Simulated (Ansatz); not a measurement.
Input for Ansatz (a quantum-chemistry and plane-wave program): R-CCSD(T)/cc-pVDZ on GeH4N2 (SMILES [NH2][Ge][NH2]), a point of a torsion scan. The run froze 16 orbitals, filled d shells among them.

Ansatz 0.2 input:
```yaml
crystal:
  periodic: [false, false, false]
  atoms:
    - {symbol: N, position_ang: [1.42535855, 0.05374655, -0.00083603]}
    - {symbol: Ge, position_ang: [-0.22552158, -0.14618860, 0.76494998]}
    - {symbol: N, position_ang: [-0.43122730, 1.59997157, 1.23441152]}
    - {symbol: H, position_ang: [1.73646061, -0.53472934, -0.75789159]}
    - {symbol: H, position_ang: [1.89605171, 0.94439907, -0.07183503]}
    - {symbol: H, position_ang: [0.22845429, 2.34865113, 1.08687183]}
    - {symbol: H, position_ang: [-1.19194219, 1.92950225, 1.80710216]}
basis:
  gaussian:
    orbitals: cc-pVDZ
magnetization: {spin_polarized: false}
correlation: {method: ccsd_t, electrons: outside_noble_gas}
scf: {lower_state_search: off}
```

Program output:

```
WARN ansatz: RAYON_NUM_THREADS=1 ignored (pool sized by the plan → 1); use --threads N
Functional definition: HF
these checks for a lower state are left out or cut short: stability, starts, cluster_reference, orbital_swaps, neighbouring_geometries, increment
integrals: 0.06 GiB planned
772 factors; integrals over basis functions are off by at most 1.3e-3 eV
mean field: 0.16 GiB planned
mean field evaluation 1: about -59496.4403 eV, gradient 4.1e1 eV
mean field evaluation 2: about -59496.4471 eV, gradient 4.1e1 eV
mean field evaluation 4: about -59500.0835 eV, gradient 2.6e0 eV
mean field evaluation 8: about -59500.1185 eV, gradient 1.3e-4 eV
mean field -59500.11847915 eV, -2186.5890234800 hartree, gradient 2.9e-6 eV, S^2 0.000000; 0 other end points of the search recorded, 0 dependent functions left out
16 core orbitals not correlated
reference -59500.11847915 eV, -2186.5890234800 hartree; 9, 9 occupied and 50, 50 virtual orbitals, 772 factors
second order -11.64131498 eV of doubles, -0.00000000 eV of singles
coupled cluster: 0.14 GiB planned
cycle   1  -12.04328745 eV  change   -4.0e-1 eV  update   9.1e-2
cycle   2  -12.36577066 eV  change   -3.2e-1 eV  update   2.9e-2
cycle   3  -12.45953797 eV  change   -9.4e-2 eV  update   1.7e-2
cycle   4  -12.45266200 eV  change    6.9e-3 eV  update   4.8e-3
cycle   5  -12.45190748 eV  change    7.5e-4 eV  update   2.2e-3
cycle   6  -12.45179293 eV  change    1.1e-4 eV  update   6.3e-4
cycle   7  -12.45157149 eV  change    2.2e-4 eV  update   1.6e-4
cycle   8  -12.45156579 eV  change    5.7e-6 eV  update   5.0e-5
cycle   9  -12.45156743 eV  change   -1.6e-6 eV  update   1.5e-5
perturbative correction -0.35560871 eV, -0.0130683789 hartree
Total energy: -59512.92565529 eV, -2187.0596785221 hartree
Checks for a lower state left out: stability, starts, cluster_reference, orbital_swaps, neighbouring_geometries, increment
```

The run converged.

Cost: around 2.3 core-seconds (rough).
